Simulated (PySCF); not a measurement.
This script is equivalent to a calculation on F²⁺ (fluorine, charge +2).

```python
from pyscf import gto, scf, dft, mp, cc
import basis_set_exchange as bse
mol = gto.M(atom="F 0 0 0", charge=2, spin=3, symmetry="D2h",
            basis=gto.basis.parse(bse.get_basis("dyall-acv3z", elements=["F"], fmt="nwchem")))
mf = dft.UKS(mol, xc="HYB_MGGA_XC_R2SCANH")
mf.irrep_nelec = {'Ag': (2, 2), 'B1u': (1, 0), 'B2u': (1, 0), 'B3u': (1, 0)}
mf.kernel()
```

(1) What total energy does it give?

(2) Which occupied shell lies highest, and where?

(3) What is ⟨S²⟩, and what would a pure spin state give?

## Answers

(1) -97.799 hartree (calculated).

(2) 2p α, at -53.980 eV.

(3) 3.752, against 3.75.
